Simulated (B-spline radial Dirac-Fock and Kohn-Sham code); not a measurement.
**Binding energies of Co³⁺**

System: Co³⁺, configuration 1s2 2s2 2p6 3s2 3p6 3d6, inside a Watson sphere of charge -3 and radius 2.4 Å (a model of the Madelung potential; inside it an electron's potential energy is raised by 18.0 eV); nuclear rms radius 3.7875 fm (A = 59).

Input file task.json (cfg lists n, l and occupation; rrms is the nuclear radius in fm):

```json
{"items": [{
  "Z": 27,
  "q": 3,
  "cfg": [[1, 0, 2], [2, 0, 2], [2, 1, 6], [3, 0, 2], [3, 1, 6], [3, 2, 6]],
  "A": 59,
  "rrms": 3.7875,
  "watson": [-3, 2.4],
  "do": ["binding"]
}]}
```

Command: `python xray_run.py task.json out`

These are calculated numbers from an atomic code on a B-spline grid; the model is Dirac-Fock (average of configuration) total-energy differences with a finite nucleus, the Breit interaction including its frequency dependence, and self-energy and vacuum-polarisation corrections. Correlation energy is missing from these numbers. Energies are counted from the vacuum level.

All terms are in eV, carry their sign (relaxation lowers the binding energy) and add up to the binding energy; ⟨r⟩ is the mean radius of the orbital in the initial state.

```
subshell  −ε (Koopmans)  relaxation  Breit    QED  binding energy  ⟨r⟩ (bohr)
      1s         7802.0      -40.98  -8.76  -4.09          7748.2       0.056
      2s          987.5      -17.84  -0.59  -0.41           968.7       0.254
   2p1/2          855.1      -19.54  -1.02   0.05           834.6       0.222
   2p3/2          840.1      -19.30  -0.65   0.02           820.1       0.225
      3s          146.4       -3.69  -0.06  -0.06               ?       0.768
   3p1/2          104.0       -3.46  -0.11   0.01           100.5       0.801
   3p3/2          102.0       -3.37  -0.06   0.00           98.61       0.809
      3d          37.84       -2.75   0.01   0.00           35.10       0.930
```

Q: Which binding energy belongs in the row of 3s?

A: 142.6 eV, the sum of the terms in that row (to rounding).

For the deepest level, K (1s), the Breit terms make up -0.113 % of the binding energy, QED -0.053 % and orbital relaxation -0.529 %.

Spin-orbit splittings: 2p 14.48 eV, 3p 1.88 eV.
